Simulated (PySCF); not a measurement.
HLiO, triplet, geometry from GFN2-xTB (such geometries of metal compounds can be far from the true shape) (a higher spin typed on purpose: for a closed-shell molecule this is an excited state). Base run: B3LYP/cc-pVTZ in PySCF.

Geometry (Å):
```xyz
3

Li    -1.0343    -0.8906    -0.8878
O      0.2760     0.2379     0.2394
H      0.8945     0.7690     0.7478
```
Charge 0, spin multiplicity 3.
Orbitals are unrestricted.
All else is at PySCF's defaults.
Base energy -83.26592 Eh.

The base run was repeated with changes; each row names its change, and settings that it needs were set with it.

```tsv
change	ΔE vs base (µEh)	grid points	electrons on the grid
base	0.0	37616	12.00001
grids.level = 2	-0.1	27432	12.00001
grids.becke_scheme = stratmann	6.3	37616	12.00000
grids.atom_grid = (75, 302)	0.0	42648	12.00001
grids.atom_grid = (50, 194)	10.9	19408	12.00002
grids.atom_grid = (30, 110)	13.2	7336	12.00011
grids.level = 4	8.4	71464	12.00000
grids.level = 0	-3957	2784	12.00491
grids.level = 1	9.2	12736	12.00003
grids.prune = off	0.1	60400	12.00001
grids.radi_method = gauss_chebyshev	0.0	35672	12.00001
```

Open shells are given as the SCF converged; they aren't shown to be the lowest states, and a large step between rows can be another state.
